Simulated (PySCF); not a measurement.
Ge(OH)3(NH2) (GeH5NO3), SMILES [NH2][Ge]([OH])([OH])[OH].

Geometry optimised at ωB97X-D3(BJ)/def2-SVP. This is a generated structure with no PubChem entry under its InChIKey; it may be hypothetical. One conformer was computed; it need not be the lowest.

These are PySCF with TDA-PBE/def2-SVPD values and carry that method's errors.

Vertical excitations. 

Computed excitation energies, oscillator strengths and character:
| state | energy (eV) | λ (nm) | f | main pairs |
|---|---|---|---|---|
| S1 | 5.33 | 233 | 0.028 | HOMO→LUMO 99 % |
| S2 | 6.15 | 201 | 0.027 | HOMO−1→LUMO 98 % |
| S3 | 6.42 | 193 | 0.043 | HOMO−2→LUMO 90 % |
| S4 | 6.56 | 189 | 0.055 | HOMO−3→LUMO 88 % |
| S5 | 6.83 | 182 | 0.025 | HOMO→LUMO+1 85 % |
| S6 | 7.02 | 177 | 0.024 | HOMO→LUMO+2 58 %, HOMO→LUMO+3 34 % |
| S7 | 7.10 | 175 | 0.018 | HOMO→LUMO+3 60 %, HOMO→LUMO+2 30 % |
| S8 | 7.42 | 167 | 0.087 | HOMO−4→LUMO 90 % |
| S9 | 7.61 | 163 | 0.037 | HOMO−5→LUMO 90 % |
| S10 | 7.70 | 161 | 0.006 | HOMO−1→LUMO+1 77 %, HOMO−1→LUMO+2 19 % |
| T1 | 5.09 | 244 | 0 | HOMO→LUMO 100 % |
| T2 | 5.91 | 210 | 0 | HOMO−1→LUMO 99 % |
| T3 | 6.13 | 202 | 0 | HOMO−2→LUMO 99 % |
| T4 | 6.30 | 197 | 0 | HOMO−3→LUMO 99 % |
Triplets are in the Tamm–Dancoff approximation.
